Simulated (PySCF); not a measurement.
An excited-state job on `[Cu][Cu]`.

Computed with TDDFT CAM-B3LYP/def2-SVPD, vertical, gas phase, core orbitals frozen in the response (PySCF 2.14.0, density-fitted response routines). Geometry: GFN2-xTB. A driver script takes a list of jobs; this job's settings line and coordinates (Å) are shown.

Input:
```
{"job": {"kind": "uv", "xc": "CAM-B3LYP", "basis": "def2-SVPD", "nstates": 8, "ntriplets": 3}, "charge": 0, "multiplicity": 1}
Cu     1.114160    -0.002805    -0.002945
Cu    -1.111403     0.004074    -0.011203
```

Output:
```
coarse grid: 14880 points
cycle   1  E = -3280.6195513967  dE = -5.941e-01  |g| = 1.011e+00  |ddm| = 3.051e+00
cycle   2  E = -3280.4586593150  dE =  1.609e-01  |g| = 1.409e+00  |ddm| = 3.007e+00
cycle   3  E = -3280.7464880912  dE = -2.878e-01  |g| = 6.160e-02  |ddm| = 1.785e+00
cycle   4  E = -3280.7469695958  dE = -4.815e-04  |g| = 1.333e-02  |ddm| = 9.238e-02
cycle   5  E = -3280.7470017082  dE = -3.211e-05  |g| = 1.361e-03  |ddm| = 1.550e-02
cycle   6  E = -3280.7470050152  dE = -3.307e-06  |g| = 2.837e-04  |ddm| = 8.839e-03
final grid: 26080 points
cycle   7  E = -3280.7469353325  dE = -2.387e-07  |g| = 2.013e-04  |ddm| = 1.546e-03
cycle   8  E = -3280.7469354022  dE = -6.962e-08  |g| = 1.597e-04  |ddm| = 1.141e-03
cycle   9  E = -3280.7469354218  dE = -1.961e-08  |g| = 1.375e-04  |ddm| = 5.151e-04
cycle  10  E = -3280.7469354478  dE = -2.605e-08  |g| = 2.071e-05  |ddm| = 1.150e-03
cycle  11  E = -3280.7469354491  dE = -1.309e-09  |g| = 7.596e-06  |ddm| = 2.826e-04
cycle  12  E = -3280.7469354492  dE = -7.094e-11  |g| = 2.243e-06  |ddm| = 5.547e-05
converged SCF energy = -3280.7469354492

Static polarisability (au): isotropic 81.238, principal 65.399 65.399 112.917

Singlet excitations
state   eV       nm        f      main configurations
  1   2.3283    532.5   0.00000   H-1->L 0.94
  2   2.3770    521.6   0.00213   H-2->L 0.93
  3   2.3770    521.6   0.00213   H-3->L 0.93
  4   2.5517    485.9   0.00000   H-4->L 0.92
  5   2.5521    485.8   0.00000   H-5->L 0.92
  6   2.6824    462.2   0.15595   H->L 0.75, H-10->L 0.16
  7   2.7112    457.3   0.00000   H-6->L 0.91
  8   2.7116    457.2   0.00000   H-7->L 0.91

Triplet excitations (Tamm-Dancoff, eV): 1.7859 2.0371 2.1333
```

The SCF starts on a coarse grid where the log names one; the energy can jump when the final grid takes over, and dE then counts from the start density on the new grid. H and L stand for HOMO and LUMO; the number after each pair is its weight.

Question: Give S1 in cm⁻¹ and kJ/mol.

Answer: 2.3283 eV × 8065.54 = 18779 cm⁻¹; × 96.485 = 224.6 kJ/mol.

Question: Give the mean polarisability as a volume in Å³, and the ratio of the largest to the smallest principal value.

Answer: 81.238 au × 0.148185 = 12.04 Å³; 112.917/65.399 = 1.73.

Main results: HOMO -6.48 eV, LUMO -1.17 eV; lowest singlet 2.33 eV; lowest triplet 1.79 eV (Tamm–Dancoff); mean polarisability 81.2 au.

The run took 3.0 s on one thread of an x86-64 server, no GPU (shared host).
Labels such as C1 count atoms from 1, the log's own numbers from 0.
